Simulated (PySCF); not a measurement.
## C7H8Cl: g tensor and hyperfine couplings

Compound: C7H8Cl (doublet state).
SMILES with atom numbers: `[CH3:1][C@@:2]12[CH:3][CH2:4][C@@H:5]1[CH:6]=[C:7]2[Cl:8]` (hydrogens: H9, H10, H11 on C1; H12 on C3; H13, H14 on C4; H15 on C5; H16 on C6)

Level of theory: PySCF, UKS B3LYP, pcH-1 on C Cl H, non-relativistic, mean-field spin-orbit, GIAO. Isolated species at its GFN2-xTB geometry, gas phase. A GFN2-xTB geometry isn't a minimum of the functional, and hyperfine couplings can be far from their values at a DFT geometry. No stability test was run, so a lower SCF solution isn't excluded.

```
g1, g2, g3   : 2.00215, 2.00303, 2.00319
g_iso        : 2.00279
Form of g    : rhombic: the two nearest values differ by 15 % of g3 − g1
⟨S²⟩         : 0.7542 (exact 0.7500)
Total energy : -731.63693 Eh
```

Hyperfine couplings atom by atom, in mT; T1 to T3 are the principal values of the dipolar part (MHz turned into mT with g_iso):

| atom | isotope | a_iso | of which spin–orbit | T1 | T2 | T3 | Mulliken spin population |
| --- | --- | --- | --- | --- | --- | --- | --- |
| C1 | 13C | 1.23 | 0.00 | -0.11 | -0.10 | 0.21 | 0.02 |
| C2 | 13C | -1.07 | 0.00 | -0.11 | 0.01 | 0.10 | -0.06 |
| C3 | 13C | 4.05 | 0.00 | -2.81 | -2.76 | 5.57 | 0.99 |
| C4 | 13C | -0.96 | 0.00 | -0.09 | 0.01 | 0.08 | -0.09 |
| C5 | 13C | 0.14 | 0.00 | -0.07 | 0.00 | 0.07 | 0.01 |
| C6 | 13C | 0.10 | 0.00 | -0.16 | -0.11 | 0.27 | 0.05 |
| C7 | 13C | 3.14 | 0.00 | -0.26 | -0.12 | 0.38 | 0.02 |
| Cl8 | 35Cl | 0.03 | 0.00 | -0.08 | -0.04 | 0.12 | 0.01 |
| H9 | 1H | -0.10 | 0.00 | -0.11 | -0.08 | 0.18 | 0.00 |
| H10 | 1H | -0.09 | 0.00 | -0.16 | -0.07 | 0.23 | 0.00 |
| H11 | 1H | 0.07 | 0.00 | -0.08 | -0.05 | 0.14 | 0.00 |
| H12 | 1H | -1.89 | 0.00 | -1.32 | -0.03 | 1.35 | -0.03 |
| H13 | 1H | 3.04 | 0.00 | -0.14 | -0.11 | 0.26 | 0.04 |
| H14 | 1H | 4.10 | 0.00 | -0.19 | -0.13 | 0.33 | 0.04 |
| H15 | 1H | 0.00 | 0.00 | -0.09 | -0.06 | 0.15 | 0.00 |
| H16 | 1H | -0.08 | 0.00 | -0.11 | -0.03 | 0.14 | 0.00 |

Largest spin populations (Mulliken): C3 (+0.99), C4 (-0.09) and C2 (-0.06). C3 is the only atom above +0.15. The positive populations add up to 1.19 and the negative ones to -0.19, together 2S = 1. The angles at C3 add up to 357.0°, so it is nearly planar; its axial dipolar tensor and the negative coupling of its proton fit spin in a p orbital normal to that plane.

Axes: g2 points within 14° of the C3–C4 bond.

Under fast tumbling the dipolar parts average out, and these isotropic splittings remain: 1 × 1H (H14, I = 1/2, 2 lines) with 4.10 mT, 1 × 1H (H13, I = 1/2, 2 lines) with 3.04 mT, 1 × 1H (H12, I = 1/2, 2 lines) with 1.89 mT, 1 × 1H (H16, I = 1/2, 2 lines) with 0.08 mT, 3 × 1H (H9/H10/H11, I = 1/2, 4 lines) with 0.04 mT and 1 × 35Cl (Cl8, I = 3/2, 4 lines) with 0.03 mT.

Class means assume fast exchange of nuclei equivalent by connectivity; if that motion is slow, each nucleus keeps its own coupling.

Main isotope only: 35Cl (natural samples also hold 24 % 37Cl, magnetic too, which adds its own pattern).

The 13C coupling of C3 (113.4 MHz) shows only in satellite lines or after enrichment, since that isotope makes up about 1.07 % of natural carbon.

The spin density at the nucleus, in bohr⁻³, is negative for C2 (-0.0268), C4 (-0.0240) and H12 (-0.0119), for instance. A restricted open-shell determinant has no negative spin density anywhere; here it arises because α and β orbitals differ (spin polarisation).

The run took 2.5 min wall (with the writing of density and orbital grids) on Arm Neoverse N1, one thread, on a shared host, and the process peaked at 0.97 GiB of memory.
